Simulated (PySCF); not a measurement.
## AsH and its ions

CAM-B3LYP; PySCF, no relativity, basis sets As def2-TZVPPD, H def2-TZVPPD. Neutral (UKS): triplet (π ↑↑), Re = 1.525 Å, ωe = 2194 cm⁻¹, De = 3.05 eV, HOMO -8.16 eV, LUMO -1.93 eV.

AsH⁺ (UKS): doublet (π ↑), Re = 1.529 Å, ωe = 2220 cm⁻¹, De = 3.22 eV to As⁺ + H. The energies at the minima are -2236.54151 hartree for AsH and -2236.18494 for AsH⁺.

Task: Work out the adiabatic ionisation energy, without and with harmonic zero-point energies (1 hartree = 27.2114 eV, 1 eV = 8065.5 cm⁻¹), and the change of the bond length.

Result: At CAM-B3LYP: 0.35657 hartree = 9.703 eV between the minima; the zero-point term (2220.0 − 2194.0)/2 cm⁻¹ = +0.002 eV makes it 9.704 eV. Re changes by +0.4 pm against the neutral. The electron leaves a π orbital, which is non-bonding in a hydride.

Spin–orbit coupling is left out. For an ion De counts to the pair picked by the measured ionisation energies or electron affinities, which need not be the lowest pair at this level. States were picked by a PBE0 search and need not be the measured ground states.
